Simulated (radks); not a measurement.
Excited configurations of Co2+: one electron is placed in a higher orbital outside [Ar] 3d6. The ground configuration is [Ar] 3d7. Method: non-relativistic Kohn-Sham, r2SCAN, spin-polarised, spherical densities, point nucleus; open shells are filled with parallel spins first; meta-GGA in the generalised Kohn-Sham scheme; computed with a radial shooting solver on a logarithmic mesh with Libxc functionals. Excitation = E - E(ground); binding = E(ion) - E, where the ion is the core of charge +3; n* = 3/sqrt(2 binding) in atomic units, and the quantum defect is n - n*.

| outer orbital | excitation (eV) | binding (eV) | quantum defect | eigenvalue (eV) |
|---|---|---|---|---|
| 4s | 5.181 | 27.907 | 1.905 | -24.071 |
| 5s | 20.335 | 12.753 | 1.901 | -11.055 |
| 6s | 25.752 | 7.336 | 1.915 | -6.409 |
| 6d | 28.336 | 4.752 | 0.923 | -4.071 |
| 6f | 29.544 | 3.544 | 0.122 | -3.018 |
| 7s | 28.326 | 4.762 | 1.929 | -4.168 |
| 7d | 29.737 | 3.351 | 0.955 | -2.899 |
| 7f | 30.465 | 2.622 | 0.167 | -2.258 |

The Delta-SCF ionisation energy is 33.088 eV (NIST Atomic Spectra Database: 33.5 eV, semi-empirical). Self-interaction in the functional shifts the binding energies and quantum defects, so they are the method's values and not measured ones. Open shells are spherical and high-spin; term and fine-structure splittings are not resolved.
